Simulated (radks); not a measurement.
Coulomb parameter of the 4f shell of the gadolinium ion Gd+ in the model configuration [Xe] 4f5 5d1 6s1 6p2, as a second difference U = [E(n + 0.5) + E(n - 0.5) - 2 E(n)] / (0.5)^2 with all orbitals relaxed. "Bare": the charge of the atom changes with n. "Screened": the 6p shell takes up the change at fixed total charge, which measures U(4f,4f) + U(6p,6p) - 2 U(4f,6p). All-electron calculation, scalar-relativistic Kohn-Sham, r2SCAN, spin-unpolarised, spherical densities, finite nucleus; meta-GGA in the generalised Kohn-Sham scheme; Fermi nuclear charge, rms radius 5.1569 fm. Program: a radial shooting solver on a logarithmic mesh with Libxc functionals.

| case | configuration | E - E(n) (eV) |
|---|---|---|
| start | [Xe] 4f5 5d1 6s1 6p2 | 0.000 |
| bare +0.5 | [Xe] 4f5.5 5d1 6s1 6p2 | -16.366 |
| bare -0.5 | [Xe] 4f4.5 5d1 6s1 6p2 | 21.038 |
| screened +0.5 | [Xe] 4f5.5 5d1 6s1 6p1.5 | -13.024 |
| screened -0.5 | [Xe] 4f4.5 5d1 6s1 6p2.5 | 15.741 |

U(bare) = 18.689 eV, U(screened by 6p) = 10.867 eV, against the Slater integral F0(4f,4f) = 32.488 eV with frozen orbitals.
